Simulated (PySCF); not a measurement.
Species: C10H10OS.
Atom-mapped SMILES: `[O:1]=[S@:2]1[CH2:3][CH2:4][CH:5]=[C:6]1[c:7]1[cH:8][cH:9][cH:10][cH:11][cH:12]1` (hydrogens: H13, H14 on C3; H15, H16 on C4; H17 on C5; H18 on C8; H19 on C9; H20 on C10; H21 on C11; H22 on C12)

Method used: PySCF 2.14.0, PBE0-D3(BJ)/def2-SVP geometry optimisation, gas phase.

Question: Give the optimised bond lengths and angles.

Answer: 
| bond | length (Å) |
| --- | --- |
| O1=S2 | 1.507 |
| S2–C3 | 1.837 |
| C3–C4 | 1.522 |
| C4–C5 | 1.495 |
| C5=C6 | 1.341 |
| C6–C7 | 1.465 |
| C7–C8, C7–C12 | 1.403 |
| C8–C9, C11–C12 | 1.392 |
| C9–C10, C10–C11 | 1.395 |
| S2–C6 | 1.824 |
| C3–H13 | 1.099 |
| C3–H14 | 1.101 |
| C4–H15 | 1.104 |
| C4–H16 | 1.102 |
| C5–H17 | 1.095 |
| C8–H18, C12–H22 | 1.093 |
| C9–H19, C11–H21 | 1.093 |
| C10–H20 | 1.093 |

Bonds in one row agree within 0.01 Å and their mean is given. A selection of angles:
| angle | degrees |
| --- | --- |
| O1–S2–C3 | 108.4 |
| O1–S2–C6 | 106.6 |
| C3–S2–C6 | 88.9 |
| S2–C3–C4 | 108.3 |
| C3–C4–C5 | 106.1 |
| C4–C5–C6 | 116.7 |
| C5–C6–C7 | 128.9 |
| S2–C6–C5 | 112.3 |
| S2–C6–C7 | 118.4 |
| C6–C7–C8 | 120.2 |
| C6–C7–C12 | 120.8 |
| C8–C7–C12 | 119.0 |
| C7–C8–C9 | 120.2 |
| C8–C9–C10 | 120.4 |
| C9–C10–C11 | 119.7 |
| C7–C12–C11 | 120.6 |

Dihedral angles: O1–S2–C3–C4 82° (synclinal); S2–C3–C4–C5 27° (synperiplanar); C3–C4–C5–C6 -17° (synperiplanar); C4–C5–C6–C7 -176° (antiperiplanar); C5–C6–C7–C8 140° (anticlinal); O1–S2–C6–C5 -93° (anticlinal).

Of the pairs four or more bonds apart, S2···H18 is among the closest relative to their van der Waals radii: 2.76 Å, 92 % of the sum of Bondi's values. The 5-membered ring S2–C3–C4–C5–C6 has internal angles of 88.9° to 116.7°; it is puckered, 0.13 Å rms from its mean plane, widest ring torsion 27°. S2 (sulfinyl sulfur) is pyramidal (angles 108.4°, 106.6° and 88.9°, sum 303.9°, 0.75 Å off the plane of its three neighbours). The C–C distances run from 1.341 Å (C5=C6, drawn double) to 1.522 Å (C3–C4, drawn single), a spread of 0.181 Å. The 6-membered ring C7–C8–C9–C10–C11–C12 has internal angles of 119.0° to 120.6°; it is planar, 0.00 Å rms from its mean plane, widest ring torsion 0°.

Point group: C1 (no symmetry element, even within 0.4 Å). PBE0-D3(BJ)/def2-SVP frequencies: not computed here. One conformer, not necessarily the lowest.
